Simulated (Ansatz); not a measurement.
Born–Oppenheimer molecular dynamics of AlFH$_{6}$N$_{2}$ (10 atoms, charge 0, multiplicity 1). It starts at the highest image of a converged band, a first-order saddle point between two minima.

All numbers below come from RKS LDA/6-31G* in Ansatz.

```yaml
ensemble: NVE (velocity Verlet)
time_step: 0.5 fs
steps_asked: 200
starting_velocities_drawn_for: 300 K
seed: 10774
```

First frame:

```xyz
10
Properties=species:S:1:pos:R:3
Al 0.061 0.750 -0.410
H -0.162 -0.295 1.682
N 1.626 0.075 -0.864
H 1.720 -0.691 -1.532
H 2.534 0.460 -0.604
N -1.457 0.028 -0.998
H -1.994 -0.629 -0.430
H -2.096 0.554 -1.596
F 0.109 2.175 0.450
H -0.203 0.472 1.783
```

**Question.** How far do the bonds stretch over the last three quarters of this one trajectory? (Pairs bonded in most of those frames.)

**Answer.** 
```csv
bond,mean (Å),spread (Å),shortest,longest
Al1–N3,1.773,0.011,1.76,1.80
Al1–N6,1.778,0.007,1.76,1.79
Al1–F9,1.657,0.007,1.64,1.67
H2–H10,0.775,0.012,0.76,0.79
N3–H4,1.022,0.025,0.98,1.06
N3–H5,1.026,0.030,0.98,1.07
N6–H7,1.026,0.025,0.98,1.06
N6–H8,1.025,0.028,0.98,1.07
```

Mean temperature of the second half: 228 K. The conserved energy stayed within 0.38 meV per atom of its start (net change 0.19 meV per atom), so the integration is sound. A run of 0.1 ps of so small a system gives no equilibrium averages. The orbitals stay closed-shell, which can raise the energy where a bond breaks towards radicals; this wasn't checked here.

Run time: 5.5 min on 1 thread of Arm Neoverse V1, on a shared host, peak memory 0.1 GiB.
